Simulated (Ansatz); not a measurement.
Born–Oppenheimer molecular dynamics of GaH7OSi (10 atoms, charge 0, multiplicity 1). It starts at the highest image of a converged band, a first-order saddle point between two minima.

Computed with RKS B3LYP-D4/def2-SVP (Ansatz).

* ensemble: NVE (velocity Verlet)
* time step: 0.5 fs
* steps asked: 200
* starting velocities drawn for: 100 K
* seed: 5891

Frames 2.5 fs apart, positions in Å, forces in eV/Å.

Velocities at 45.0 fs (Å/ps):

```
Ga 0.00 3.10 -1.63
H -13.88 25.80 8.97
H 4.19 -6.56 19.58
H -17.16 -26.60 21.09
O 1.45 -8.31 8.34
Si -1.77 -0.82 -0.30
H -4.29 -5.84 -11.01
H -6.17 -13.75 -26.73
H 2.09 -1.21 -4.04
H 61.44 -31.38 -19.29
```

```xyz
10
Properties=species:S:1:pos:R:3:forces:R:3 time_fs=45.0 energy_less_start_eV=-0.540 T=621
Ga -0.007 0.105 -0.069 -0.31 -0.68 -0.88
H -0.032 1.094 1.176 -0.13 -0.40 -0.06
H 1.282 -0.013 -0.976 0.25 0.20 0.15
H -1.243 -0.477 -0.945 -0.04 0.52 0.42
O 0.174 -2.106 0.504 -1.07 0.21 -0.56
Si -0.748 -3.462 -0.078 0.77 0.47 0.69
H 0.043 -4.674 0.280 0.10 0.01 -0.13
H -1.991 -3.552 0.724 -0.19 0.16 -0.22
H -0.911 -3.337 -1.546 -0.11 0.06 0.10
H 0.944 -2.196 1.051 0.73 -0.55 0.50
10
Properties=species:S:1:pos:R:3:forces:R:3 time_fs=47.5 energy_less_start_eV=-0.464 T=550
Ga -0.007 0.112 -0.073 -0.65 -0.54 -0.23
H -0.070 1.143 1.192 -0.08 -0.66 -0.46
H 1.301 -0.023 -0.924 0.32 0.19 0.00
H -1.284 -0.527 -0.879 0.19 0.62 0.39
O 0.178 -2.126 0.525 1.98 -0.30 1.24
Si -0.751 -3.463 -0.078 0.98 0.32 0.16
H 0.035 -4.688 0.249 0.08 0.03 -0.06
H -2.015 -3.580 0.654 -0.39 0.21 0.07
H -0.909 -3.338 -1.552 -0.07 0.07 0.15
H 1.081 -2.285 0.993 -2.37 0.05 -1.26
10
Properties=species:S:1:pos:R:3:forces:R:3 time_fs=50.0 energy_less_start_eV=-0.577 T=657
Ga -0.008 0.119 -0.077 -0.61 -0.49 0.08
H -0.113 1.155 1.182 0.00 -0.61 -0.47
H 1.338 -0.023 -0.872 0.18 0.16 -0.05
H -1.315 -0.540 -0.791 0.23 0.57 0.19
O 0.189 -2.148 0.550 0.70 -0.41 0.42
Si -0.752 -3.464 -0.078 0.73 0.24 -0.04
H 0.032 -4.701 0.214 0.05 0.06 0.02
H -2.059 -3.597 0.587 -0.17 0.26 0.16
H -0.910 -3.335 -1.550 -0.01 0.11 0.08
H 1.099 -2.373 0.872 -1.11 0.12 -0.40
10
Properties=species:S:1:pos:R:3:forces:R:3 time_fs=52.5 energy_less_start_eV=-0.552 T=634
Ga -0.009 0.126 -0.082 -0.17 -0.57 0.08
H -0.156 1.131 1.146 0.06 -0.25 -0.09
H 1.385 -0.013 -0.823 -0.11 0.13 -0.04
H -1.334 -0.520 -0.692 0.05 0.35 -0.14
O 0.200 -2.171 0.577 -2.67 0.25 -0.48
Si -0.752 -3.464 -0.078 0.11 0.19 -0.03
H 0.032 -4.710 0.181 0.01 0.08 0.10
H -2.113 -3.598 0.529 0.30 0.28 0.14
H -0.912 -3.325 -1.544 0.05 0.14 -0.06
H 1.067 -2.460 0.730 2.37 -0.59 0.52
10
Properties=species:S:1:pos:R:3:forces:R:3 time_fs=55.0 energy_less_start_eV=-0.483 T=566
Ga -0.011 0.132 -0.086 0.37 -0.76 -0.11
H -0.195 1.094 1.105 0.09 0.28 0.50
H 1.425 0.005 -0.776 -0.35 0.09 -0.05
H -1.350 -0.479 -0.602 -0.24 0.05 -0.48
O 0.205 -2.193 0.603 0.89 -1.09 -0.15
Si -0.752 -3.464 -0.078 -0.36 0.15 -0.11
H 0.032 -4.714 0.153 -0.04 0.04 0.15
H -2.150 -3.582 0.480 0.55 0.23 0.17
H -0.911 -3.308 -1.541 0.10 0.14 -0.13
H 1.130 -2.567 0.610 -1.01 0.87 0.21
10
Properties=species:S:1:pos:R:3:forces:R:3 time_fs=57.5 energy_less_start_eV=-0.312 T=402
Ga -0.012 0.137 -0.091 0.50 -0.80 -0.08
H -0.229 1.073 1.093 0.12 0.54 0.78
H 1.446 0.027 -0.732 -0.41 0.03 -0.12
H -1.379 -0.435 -0.540 -0.30 -0.13 -0.66
O 0.212 -2.220 0.627 1.97 -1.51 -0.54
Si -0.752 -3.464 -0.078 -0.41 0.17 -0.35
H 0.029 -4.716 0.134 -0.09 -0.03 0.15
H -2.155 -3.553 0.441 0.41 0.15 0.30
H -0.905 -3.282 -1.545 0.15 0.11 -0.06
H 1.150 -2.629 0.506 -1.93 1.47 0.58
10
Properties=species:S:1:pos:R:3:forces:R:3 time_fs=60.0 energy_less_start_eV=-0.338 T=426
Ga -0.013 0.142 -0.096 -0.08 -0.49 0.45
H -0.255 1.080 1.124 0.22 0.25 0.39
H 1.444 0.051 -0.696 -0.23 -0.04 -0.25
H -1.425 -0.398 -0.516 0.02 -0.10 -0.62
O 0.225 -2.252 0.650 -1.27 -0.06 -0.20
Si -0.754 -3.463 -0.079 -0.19 0.18 -0.62
H 0.022 -4.720 0.124 -0.13 -0.07 0.13
H -2.139 -3.515 0.421 -0.01 0.07 0.46
H -0.889 -3.249 -1.552 0.17 0.06 0.08
H 1.076 -2.611 0.434 1.51 0.20 0.17
10
Properties=species:S:1:pos:R:3:forces:R:3 time_fs=62.5 energy_less_start_eV=-0.319 T=407
Ga -0.013 0.146 -0.100 -0.90 -0.11 1.10
H -0.268 1.102 1.177 0.32 -0.20 -0.20
H 1.428 0.073 -0.674 0.07 -0.10 -0.38
H -1.469 -0.367 -0.529 0.45 0.00 -0.48
O 0.234 -2.284 0.672 -1.51 0.30 -0.05
Si -0.755 -3.462 -0.081 0.14 0.12 -0.66
H 0.007 -4.728 0.122 -0.19 -0.11 0.07
H -2.121 -3.473 0.427 -0.30 0.02 0.50
H -0.864 -3.214 -1.555 0.13 0.00 0.14
H 1.078 -2.575 0.371 1.81 0.09 -0.02
10
Properties=species:S:1:pos:R:3:forces:R:3 time_fs=65.0 energy_less_start_eV=-0.292 T=382
Ga -0.015 0.151 -0.103 -1.31 0.11 1.42
H -0.262 1.112 1.220 0.34 -0.47 -0.56
H 1.416 0.089 -0.675 0.24 -0.15 -0.43
H -1.487 -0.336 -0.571 0.66 0.05 -0.34
O 0.238 -2.315 0.693 2.10 -0.15 -1.26
Si -0.757 -3.461 -0.085 0.19 0.02 -0.37
H -0.020 -4.742 0.124 -0.26 -0.14 -0.01
H -2.120 -3.430 0.463 -0.12 -0.01 0.29
H -0.832 -3.178 -1.550 0.03 -0.05 0.07
H 1.168 -2.531 0.315 -1.87 0.79 1.19
10
Properties=species:S:1:pos:R:3:forces:R:3 time_fs=67.5 energy_less_start_eV=-0.405 T=491
Ga -0.018 0.155 -0.105 -1.03 0.18 1.27
H -0.236 1.096 1.231 0.28 -0.47 -0.55
H 1.416 0.097 -0.701 0.12 -0.17 -0.32
H -1.467 -0.302 -0.633 0.56 0.00 -0.27
O 0.249 -2.347 0.711 1.37 0.48 -0.92
Si -0.758 -3.459 -0.089 -0.02 -0.04 0.12
H -0.063 -4.765 0.124 -0.29 -0.13 -0.08
H -2.124 -3.387 0.515 0.29 -0.04 -0.04
H -0.797 -3.144 -1.542 -0.08 -0.07 -0.05
H 1.168 -2.446 0.323 -1.20 0.25 0.84
10
Properties=species:S:1:pos:R:3:forces:R:3 time_fs=70.0 energy_less_start_eV=-0.442 T=528
Ga -0.021 0.159 -0.106 -0.28 0.07 0.71
H -0.193 1.053 1.211 0.16 -0.21 -0.15
H 1.423 0.093 -0.746 -0.17 -0.19 -0.11
H -1.415 -0.269 -0.712 0.21 -0.11 -0.27
O 0.264 -2.376 0.725 -2.52 0.68 0.69
Si -0.759 -3.458 -0.093 -0.01 -0.03 0.50
H -0.122 -4.795 0.121 -0.27 -0.07 -0.13
H -2.113 -3.347 0.565 0.44 -0.06 -0.28
H -0.768 -3.115 -1.536 -0.16 -0.08 -0.11
H 1.116 -2.345 0.372 2.60 0.00 -0.84
10
Properties=species:S:1:pos:R:3:forces:R:3 time_fs=72.5 energy_less_start_eV=-0.493 T=576
Ga -0.025 0.164 -0.107 0.38 -0.26 -0.10
H -0.141 0.998 1.183 0.02 0.19 0.50
H 1.421 0.079 -0.797 -0.33 -0.18 0.08
H -1.350 -0.242 -0.807 -0.16 -0.17 -0.28
O 0.273 -2.404 0.741 0.53 1.02 -0.34
Si -0.760 -3.457 -0.096 0.34 -0.03 0.46
H -0.198 -4.829 0.109 -0.21 -0.01 -0.16
H -2.078 -3.310 0.599 0.17 -0.04 -0.30
H -0.748 -3.090 -1.536 -0.22 -0.11 -0.06
H 1.173 -2.244 0.390 -0.52 -0.40 0.21
```

Of the whole run (100 fs, mean temperature of the second half 426 K): The conserved energy stayed within 0.19 meV per atom of its start (net change 0.036 meV per atom), so the integration is sound. The kinetic energy rose, since the run started high on the potential surface and went downhill. It ends in pieces (GaH3 + H4OSi), so much of that is their flight and rotation, not heat. A run of 0.1 ps of so small a system gives no equilibrium averages. The orbitals stay closed-shell, which can raise the energy where a bond breaks towards radicals; this wasn't checked here.

The run took 7.6 min on 2 threads of Arm Neoverse V2, on a shared host, peak memory 0.21 GiB.
